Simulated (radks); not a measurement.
Valence configurations of In IV (all share [Kr]). Method: Dirac Kohn-Sham, PBE, spin-unpolarised, spherical densities, point nucleus; open shells are shared between the two j in proportion to 2j + 1; computed with a radial shooting solver on a logarithmic mesh with Libxc functionals. Energies are relative to 4d10; eigenvalues in eV.

valence	E (eV)	e(4d3/2)	e(4d5/2)	e(5p1/2)	e(5p3/2)	e(5s1/2)
4d10	0.000	-48.409	-47.521	-	-	-
4d9 5s1	16.217	-53.339	-52.406	-	-	-35.125
4d9 5p1	25.054	-54.606	-53.668	-27.569	-26.747	-
4d8 5p2	54.069	-60.814	-59.825	-29.809	-28.892	-
4d8.5 5p1.5	39.061	-57.710	-56.747	-28.701	-27.833	-
4d8.5 5s1 5p0.5	29.937	-56.477	-55.518	-28.028	-27.176	-36.536
4d7.5 5s1 5p1.5	60.405	-62.744	-61.733	-30.260	-29.311	-39.269
4d8 5s1 5p1	44.663	-59.613	-58.628	-29.159	-28.258	-37.919
4d7.5 5s2 5p0.5	50.809	-61.548	-60.542	-29.618	-28.686	-38.547
4d7.5 5s1.5 5p1	55.595	-62.149	-61.141	-29.941	-29.000	-38.911

NIST lists [Kr] 4d10 as the ground configuration; this level of theory agrees among the configurations tried. The energies are those of spherical spin-averaged densities, not of single terms.
